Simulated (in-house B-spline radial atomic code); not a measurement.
Atomic self-consistent-field run: the strontium ion Sr⁺ (an excited or competing configuration). Computed with an all-electron radial atomic-structure program (B-spline basis): Dirac-Hartree-Fock, average of configuration, Fermi nucleus of rms radius 4.224 fm.

Command:
```bash
python run_scf.py task.json out
```
Settings (nuclear radius in fm, mass in u):
```
Z                38
configuration    [Kr] 5p1
hamiltonian      dirac
method           hf
spin_polarised   False
nucleus          fermi
rms_radius       4.224
atomic_mass      87.90561
speed_of_light   137.035999084
```

Output (hartree, bohr):
```
 radial grid: 82 intervals, B-splines of order 8, outer radius 60 bohr

 iter        energy (Eh)    residual
    1       -3176.440945    4.92e-01
    2       -3177.546422    1.07e-01
    3       -3177.789325    2.04e-02
    4       -3177.803983    8.09e-03
    5       -3177.805151    2.90e-03
    6       -3177.805348    3.77e-04
    7       -3177.805350    6.23e-05
    8       -3177.805350    3.83e-06
    9       -3177.805350    4.30e-07
   10       -3177.805350    1.59e-08

 total energy                     -3177.80535
 kinetic                            3274.4471
 electron-nucleus                  -7661.2939
 electron-electron                  1209.0414

 first-order corrections (not in the total)
   Gaunt                             1.9047
   retardation                      -0.1850
   frequency dependence             -0.0098
   self-energy                       1.2760
   Uehling                          -0.1362
   Wichmann-Kroll                    0.0017
   recoil                            0.0142

 orbital      occ     eigenvalue          <r>       <r^2>       <1/r>       r_max    small
 1s1/2      2.000      -595.8959    0.0391477  0.00206562     38.9996     0.02554  1.91e-02
 2s1/2      2.000       -83.4156     0.171732   0.0348403      8.8075      0.1449  3.86e-03
 2p1/2      2.000       -75.6477     0.147527    0.026716     8.74395      0.1138  3.83e-03
 2p3/2      4.000       -73.1141     0.151655   0.0281059     8.40837      0.1172  3.73e-03
 3s1/2      2.000       -14.2290     0.488748    0.273976      2.9476      0.4347  9.76e-04
 3p1/2      2.000       -11.3494     0.489101    0.278985     2.83129      0.4248  9.19e-04
 3p3/2      4.000       -10.9443     0.498891    0.290072     2.75384      0.4334  8.93e-04
 3d3/2      4.000        -5.8997     0.494259    0.296697     2.52018      0.3769  7.69e-04
 3d5/2      6.000        -5.8293     0.497822    0.300852     2.49959      0.3796  7.62e-04
 4s1/2      2.000        -2.2126      1.36713     2.11817    0.970321       1.196  1.69e-04
 4p1/2      2.000        -1.3932      1.53797     2.70876    0.853542        1.31  1.35e-04
 4p3/2      4.000        -1.3465      1.56782     2.81458    0.834416       1.335  1.31e-04
 5p1/2      0.333        -0.2850      5.00782     28.0208    0.243584       4.404  1.28e-05
 5p3/2      0.667        -0.2819      5.07039     28.7067    0.240352       4.467  1.25e-05
```

Cost of the run: 1.5 s on 1 thread of Arm Neoverse V1, on a shared host.

For the Dirac Hamiltonian the kinetic term is c α·p + (β - 1)c².
